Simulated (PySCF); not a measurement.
Screening by computed properties: pick the candidate that meets the target.

Species are written as SMILES; each is one conformer at its optimised geometry, gas phase, non-relativistic unless stated. Electronic properties by PySCF.

The conformers computed, where there is a choice (atom-mapped SMILES and torsion angles):
- `[NH2:1][SiH:2]([OH:3])[OH:4]`: H–N1–Si2–O3 58°, H–N1–Si2–O3 -167°, H–O3–Si2–N1 -51°, H–O4–Si2–N1 -73°
- `[O:1]=[C:2]([F:3])[CH:4]([F:5])[F:6]`: O1–C2–C4–F5 4°
- `[CH3:1][n+:2]1[cH:3][o:4][cH:5][c:6]1[CH2:7][F:8]`: C5–C6–C7–F8 -128°
- `[O:1]=[CH:2][O:3][c:4]1[cH:5][cH:6][cH:7][s:8]1`: O1–C2–O3–C4 0°, C2–O3–C4–C5 0°

Task: Wanted: lowest singlet excitation between 5 eV and 5.6 eV (TDDFT wB97X-D/def2-SVPD) and static isotropic polarisability above 50 au (wB97X-D/def2-SVPD), at GFN2-xTB geometries. Which candidate meets both?
A. `O=COC1=CC=CS1`
B. `C[n+]1cocc1CF`
C. `O=C(F)C(F)F`
D. `Cc1cpccc1Cl`
E. `N[SiH](O)O`

Result: A. Computed values:
```
      species  lowest singlet excitation  static isotropic polarisability
  Cc1cpccc1Cl                    4.77 eV                         107.5 au
O=COC1=CC=CS1                    5.37 eV                          80.8 au
  O=C(F)C(F)F                    5.82 eV                          30.7 au
C[n+]1cocc1CF                    6.12 eV                          61.4 au
   N[SiH](O)O                    6.91 eV                          41.5 au
```

Task: Wanted: electronic spatial extent ⟨r²⟩ about the centre of nuclear charge between 400 bohr² and 700 bohr² (wB97X-D/def2-SVPD) and HOMO–LUMO gap above 10 eV (wB97X-D/def2-SVPD), at GFN2-xTB geometries. Which candidate meets both?
A. `C[n+]1cocc1CF`
B. `O=COC1=CC=CS1`
C. `O=C(F)C(F)F`
D. `Cc1cpccc1Cl`
E. `N[SiH](O)O`

Result: C. Computed values:
| species | electronic spatial extent ⟨r²⟩ about the centre of nuclear charge | HOMO–LUMO gap |
| --- | --- | --- |
| N[SiH](O)O | 358 bohr² | 11.41 eV |
| O=C(F)C(F)F | 489 bohr² | 11.97 eV |
| C[n+]1cocc1CF | 869 bohr² | 10.44 eV |
| O=COC1=CC=CS1 | 1095 bohr² | 9.39 eV |
| Cc1cpccc1Cl | 1359 bohr² | 8.67 eV |

Task: Wanted: smallest rotational constant below 0.9 GHz (GFN2-xTB) and lowest triplet excitation (Tamm–Dancoff) below 4 eV (TDA wB97X-D/def2-SVPD), at GFN2-xTB geometries. Which candidate meets both?
A. `C[n+]1cocc1CF`
B. `O=COC1=CC=CS1`
C. `N[SiH](O)O`
D. `Cc1cpccc1Cl`
E. `O=C(F)C(F)F`

Result: D. Computed values:
| species | smallest rotational constant | lowest triplet excitation (Tamm–Dancoff) |
| --- | --- | --- |
| Cc1cpccc1Cl | 0.783 GHz | 3.18 eV |
| O=COC1=CC=CS1 | 0.987 GHz | 3.69 eV |
| C[n+]1cocc1CF | 1.299 GHz | 4.34 eV |
| O=C(F)C(F)F | 2.204 GHz | 5.24 eV |
| N[SiH](O)O | 3.896 GHz | 6.66 eV |
